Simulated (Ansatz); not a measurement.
A run on CH4OSeSi (`OC1[SiH2][Se]1`) with other settings.

```yaml
crystal:
  periodic: [false, false, false]
  atoms:
    - {symbol: O, position_ang: [-0.156179, 1.037066, -1.299687]}
    - {symbol: C, position_ang: [-0.531590, 0.223358, -0.261126]}
    - {symbol: Si, position_ang: [0.735042, -0.868936, 0.527585]}
    - {symbol: Se, position_ang: [-0.068321, 0.866395, 1.660804]}
    - {symbol: H, position_ang: [-0.758736, 1.785738, -1.355222]}
    - {symbol: H, position_ang: [-1.580796, -0.066105, -0.250009]}
    - {symbol: H, position_ang: [0.344524, -2.237487, 0.937732]}
    - {symbol: H, position_ang: [2.108256, -0.797129, -0.015874]}
basis:
  gaussian: {orbitals: cc-pVTZ}
magnetization: {spin_polarized: true, initial_magnetization: 2}
hamiltonian: {xc: {name: B2PLYP}}
output: {forces: true}
```

```sh
$ ansatz run in.yaml --threads 4 --pin off --events-out ev --progress --plain --max-ram 10444MiB
```

Output, abridged:

```
Functional definition: B2PLYP
1155 factors; integrals over basis functions are off by at most 8.7e-4 eV
mean field evaluation 1: about -76346.5500 eV, gradient 3.3e1 eV
mean field evaluation 2: about -76346.7505 eV, gradient 3.3e1 eV
mean field evaluation 4: about -76351.3783 eV, gradient 3.2e0 eV
mean field evaluation 8: about -76351.4670 eV, gradient 6.5e-1 eV
mean field evaluation 16: about -76351.4753 eV, gradient 1.8e-2 eV
mean field evaluation 32: about -76351.4754 eV, gradient 7.1e-4 eV
mean field -76351.47541179 eV, -2805.8649684943 hartree, gradient 6.6e-6 eV, S^2 2.012875; 7 other end points of the search recorded, 0 dependent functions left out
16 core orbitals not correlated: weight in the atoms' cores, before any rotation towards them, 1.000 or more for the frozen orbitals, at most 0.000 for the correlated occupied ones
reference -76351.47557176 eV, -2805.8649743733 hartree; 18, 16 occupied and 159, 161 virtual orbitals, 1155 factors
second order -23.99422236 eV of doubles, -0.00000000 eV of singles
Total energy: -76357.95401180 eV, -2806.1030526534 hartree
Atom 0 at    -0.156179     1.037066    -1.299687 Å, force     0.422077     0.694876    -0.830456 eV/Å
Atom 1 at    -0.531590     0.223358    -0.261126 Å, force    -1.031877    -1.786695    -2.543371 eV/Å
Atom 2 at     0.735042    -0.868936     0.527585 Å, force     0.065322    -1.074702    -1.037017 eV/Å
Atom 3 at    -0.068321     0.866395     1.660804 Å, force     0.508113     2.501078     4.220415 eV/Å
Atom 4 at    -0.758736     1.785738    -1.355222 Å, force    -0.036774     0.079905     0.023896 eV/Å
Atom 5 at    -1.580796    -0.066105    -0.250009 Å, force    -0.100075    -0.292199    -0.012127 eV/Å
Atom 6 at     0.344524    -2.237487     0.937732 Å, force     0.103323    -0.125191     0.022101 eV/Å
Atom 7 at     2.108256    -0.797129    -0.015874 Å, force     0.069890     0.002929     0.156559 eV/Å
Dipole moment:    -0.154470    -0.055166    -0.055914 e Å
```

Run time 36 s (4 threads of an Arm Neoverse V1 on a shared host); peak host memory 0.99 GiB.
